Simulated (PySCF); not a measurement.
Computed magnetic data of one metal complex (SC-NEVPT2 in the d shell, PySCF, with spin-orbit coupling):

| T / K | χT / cm³ K mol⁻¹ | μeff / μB |
| --- | --- | --- |
| 2 | 0.338 | 1.64 |
| 5 | 0.338 | 1.65 |
| 10 | 0.339 | 1.65 |
| 20 | 0.342 | 1.65 |
| 30 | 0.344 | 1.66 |
| 50 | 0.349 | 1.67 |
| 75 | 0.354 | 1.68 |
| 100 | 0.360 | 1.70 |
| 150 | 0.372 | 1.72 |
| 200 | 0.383 | 1.75 |
| 250 | 0.395 | 1.78 |
| 300 | 0.406 | 1.80 |

Powder magnetisation at 2 K: 0.15 μB at 0.5 T, 0.29 μB at 1 T, 0.53 μB at 2 T, 0.70 μB at 3 T, 0.87 μB at 5 T, 0.93 μB at 7 T.

Problem. Which of these complexes, all computed at model or optimised geometries, gave the data?
A. TiBr3 (d1, trigonal planar)
B. [MoF4]+ (d1, tetrahedral)
C. [NbCl6]2- (d1, octahedral)
D. [Ti(H2O)5]3+ (d1, trigonal bipyramidal)

Solution. A. TiBr3 (d1, trigonal planar) has NEVPT2: 2S+1 = 2, 1.80 μB at 300 K, 1.65 μB at 10 K, 0.93 μB at 7 T. The others: [MoF4]+ (d1, tetrahedral) has NEVPT2: 2S+1 = 2, 1.65 μB at 300 K, 1.63 μB at 10 K, 0.92 μB at 7 T; [NbCl6]2- (d1, octahedral) has NEVPT2: 2S+1 = 2, 1.16 μB at 300 K, 0.35 μB at 10 K, 0.07 μB at 7 T; [Ti(H2O)5]3+ (d1, trigonal bipyramidal) has NEVPT2: 2S+1 = 2, 1.75 μB at 300 K, 1.69 μB at 10 K, 0.95 μB at 7 T.

The d shell alone is too small an active space for [MoF4]+ (an active orbital has only 0.64 squared overlap with the free ion's shell): its levels, fitted parameters, g values and moments show what this model gives and aren't sound predictions.

The d shell alone is too small an active space for [NbCl6]2- (an active orbital has only 0.63 squared overlap with the free ion's shell): its levels, fitted parameters, g values and moments show what this model gives and aren't sound predictions.
